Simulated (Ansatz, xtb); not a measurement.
Spectroscopic constants of Te2, multiplicity 3 (the spin of the measured ground state). No spin–orbit coupling.

Seven points along R, fitted to fifth degree in 1/R; most abundant isotopes. In def2 and cc sets the state is the lowest found near the PBE0 minimum, followed along R.

Correlated levels freeze the inner cores; with def2 sets outer-core shells near the valence are correlated too. CBS: X⁻³ extrapolation of the correlation energy, Hartree–Fock from the larger set.

The values were computed with Ansatz (Gaussian basis) for Hartree–Fock, density functionals and correlated methods; xtb for the GFN methods. Each number belongs to the level named beside it. In def2 rows elements past Kr take small-core potentials, without spin–orbit coupling. The GFN methods have no spin term and hold the electronic entropy of 300 K.

### Question
What bond length and harmonic frequency does GFN1-xTB give?

### Answer
r_e = 2.602 Å, ω_e = 298 cm⁻¹.

### Question
What bond length and harmonic frequency does B2PLYP/def2-TZVPP give, and what D_e (from each atom's lowest state at the same level)?

### Answer
r_e = 2.568 Å, ω_e = 248 cm⁻¹, D_e = 2.96 eV.

### Question
What bond length and harmonic frequency does CCSD(T)/CBS(def2-TZVPP, def2-QZVPP) give?

### Answer
r_e = 2.539 Å, ω_e = 262 cm⁻¹.

Measured for the ground state: r_e 2.5574 Å, ω_e 247.07 cm-1, ω_e x_e 0.5148 cm-1, B_e 0.039681 cm-1, α_e 0.000106 cm-1 [Huber and Herzberg (1979), NIST Chemistry WebBook]. D_0 2.631 ± 0.042 eV (a handbook's tabulated 298 K bond energy less 3RT/2; such tables hold older values) [Luo, bond dissociation energies, CRC Handbook].

Ansatz is an electronic-structure program.
